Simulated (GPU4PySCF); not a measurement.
Computed IR spectrum (relative IR intensity) of a molecule C₁₆H₁₀. Coordinates come from a PBE-D3(BJ)/def2-TZVP optimisation. Other conformers were not sampled. Level of theory: PBE-D3(BJ)/def2-TZVP run with GPU4PySCF. Frequencies are harmonic and unscaled.

Lines under 2 % of the strongest are left out, and lines within 2 cm⁻¹ are merged.

ν (cm⁻¹): 205 (w), 481 (vw), 492 (vw), 537 (vw), 710 (s), 723 (m), 813 (vw), 831 (vs), 1085 (w), 1166 (m), 1234 (vw), 1349 (w), 1418 (w), 1420 (vw), 1453 (vw), 1477 (vw), 1592 (w), 1601 (vw), 3092 (vw), 3102 (m), 3110 (s), 3120 (s) (against the strongest line: vs over 80 %, s over 45 %, m over 15 %, w over 4 %, vw less)

Task: Which molecule gave these data?
(A) C#Cc1c2ccccc2cc2ccccc12
(B) C#Cc1ccc2cc3ccccc3cc2c1
(C) C#Cc1cccc2cc3ccccc3cc12
(D) c1cc2ccc3cccc4ccc(c1)c2c34

Result: D, c1cc2ccc3cccc4ccc(c1)c2c34
